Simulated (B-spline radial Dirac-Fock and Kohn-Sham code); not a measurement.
**Elastic and transport cross sections of cobalt for electrons**

These are calculated numbers from an atomic code on a B-spline grid; the model is relativistic (Dirac) partial waves in the static field of the Dirac-Fock atom with Furness-McCarthy exchange, without polarisation or absorption potentials. σ_tr1 and σ_tr2 weight the cross section with 1 − P₁ and 1 − P₂ of cos θ; "backward" is the share scattered beyond 90°.

| energy (eV) | σ (a₀²) | σ_tr1 (a₀²) | σ_tr2 (a₀²) | σ/σ_tr1 | backward (%) |
| --- | --- | --- | --- | --- | --- |
| 1500 | 4.74 | 0.629 | 0.909 | 7.52 | 4.6 |
| 1590 | ? | ? | ? | ? | ? |
| 1620 | 4.53 | 0.564 | 0.837 | 8.03 | 4.2 |
| 2000 | 4.00 | 0.417 | 0.662 | 9.60 | 3.3 |
| 2410 | 3.58 | 0.317 | 0.531 | 11.3 | 2.6 |
| 2590 | 3.42 | 0.285 | 0.486 | 12.0 | 2.4 |
| 3000 | 3.12 | 0.229 | 0.405 | 13.7 | 2.0 |
| 3270 | 2.96 | 0.201 | 0.363 | 14.7 | 1.8 |
| 3500 | 2.83 | 0.181 | 0.332 | 15.7 | 1.6 |
| 4370 | 2.45 | 0.128 | 0.247 | 19.1 | 1.2 |
| 4590 | 2.37 | 0.119 | 0.231 | 19.9 | 1.1 |
| 4760 | 2.31 | 0.112 | 0.220 | 20.6 | 1.1 |

Question: Fill in the row for 1.59 keV.

Answer: σ = 4.58 a₀², σ_tr1 = 0.580 a₀², σ_tr2 = 0.854 a₀², σ/σ_tr1 = 7.90, backward 4.3 %. The ratio σ/σ_tr1 is roughly the number of elastic collisions that randomise the direction.
